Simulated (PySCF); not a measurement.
C4H8NSSi (doublet state).
Structure used (GFN2-xTB), in Å, numbered top down from 1:
```xyz
15
C4H8NSSi angstrom
C     -2.7024   -0.8586   -0.5778
S     -0.9841   -1.3526   -0.8931
Si     0.0155    0.1146    0.3372
N     -0.4797    1.6598   -0.2511
C      1.7871   -0.2823    0.0693
C      2.7740   -1.3376    0.2567
C      3.1088   -0.1324    0.6816
H     -3.3335   -1.4718   -1.2127
H     -2.8280    0.1909   -0.8239
H     -2.9452   -1.0328    0.4664
H     -0.6062    0.0558    1.6669
H     -0.4824    1.8140   -1.2478
H     -0.1497    2.4862    0.2192
H      3.0093   -2.3664    0.1341
H      3.8121    0.5097    1.1531
```

The hyperfine couplings belong to this conformer and change with its torsions.

As a line formula: `CS[Si@H](N)[C]1C=C1` [radical].

Level of theory: UKS B3LYP, pcH-1 on C H N S Si, non-relativistic, mean-field spin-orbit, GIAO (PySCF 2.14.0). Isolated species at its GFN2-xTB geometry (one conformer only). A GFN2-xTB geometry isn't a minimum of the functional, and hyperfine couplings can be far from their values at a DFT geometry. The SCF solution wasn't tested for stability.

(1) Predict the first-order ENDOR lines of C5, C6/C7, N4, H11, H14/H15, H8/H9/H10 and Si3 under fast tumbling at B = 332.9 mT (X band).

(2) Which pairs are centred on the nuclear Larmor frequency, and which on half the coupling?

(3) At what field would the lower line of H11 fall to zero frequency?

Answers

(1) For S = 1/2 in fast tumbling each set of equivalent nuclei gives two lines, ν± = |νn ± a/2| to first order, with νn = g_N μN B/h and μN/h = 7.62259 MHz/T.

```json
{"nuclei": "C5", "isotope": "13C", "g_N": "1.4048", "νn (MHz)": "3.56", "a_iso (MHz)": "173.73", "lower line (MHz)": "83.30", "upper line (MHz)": "90.43"}
{"nuclei": "C6/C7", "isotope": "13C", "g_N": "1.4048", "νn (MHz)": "3.56", "a_iso (MHz)": "-2.88", "lower line (MHz)": "2.13", "upper line (MHz)": "5.00"}
{"nuclei": "N4", "isotope": "14N", "g_N": "0.4038", "νn (MHz)": "1.02", "a_iso (MHz)": "1.30", "lower line (MHz)": "0.37", "upper line (MHz)": "1.68"}
{"nuclei": "H11", "isotope": "1H", "g_N": "5.5857", "νn (MHz)": "14.17", "a_iso (MHz)": "74.14", "lower line (MHz)": "22.90", "upper line (MHz)": "51.24"}
{"nuclei": "H14/H15", "isotope": "1H", "g_N": "5.5857", "νn (MHz)": "14.17", "a_iso (MHz)": "-13.69", "lower line (MHz)": "7.33", "upper line (MHz)": "21.02"}
{"nuclei": "H8/H9/H10", "isotope": "1H", "g_N": "5.5857", "νn (MHz)": "14.17", "a_iso (MHz)": "1.03", "lower line (MHz)": "13.66", "upper line (MHz)": "14.69"}
{"nuclei": "Si3", "isotope": "29Si", "g_N": "-1.1106", "νn (MHz)": "2.82", "a_iso (MHz)": "-43.01", "lower line (MHz)": "18.69", "upper line (MHz)": "24.32"}
```

The rows for 13C and 29Si, of low natural abundance, apply to labelled samples.

(2) Centred on νn, since |a| < 2νn: C6/C7, N4, H14/H15 and H8/H9/H10. Centred on |a|/2 and split by 2νn: C5, H11 and Si3.

(3) Where νn = |a|/2, that is B = 37.07 MHz/(5.5857 × 7.62259 MHz/T) = 871 mT, as far as first order holds there.

Means are taken over nuclei equivalent by connectivity, which assumes that they swap fast.

The largest Mulliken spin populations are on C5 (+0.75), C7 (+0.10) and C6 (+0.07). No atom but C5 exceeds +0.15. The angles at C5 add up to 338.1°, so it is pyramidal.
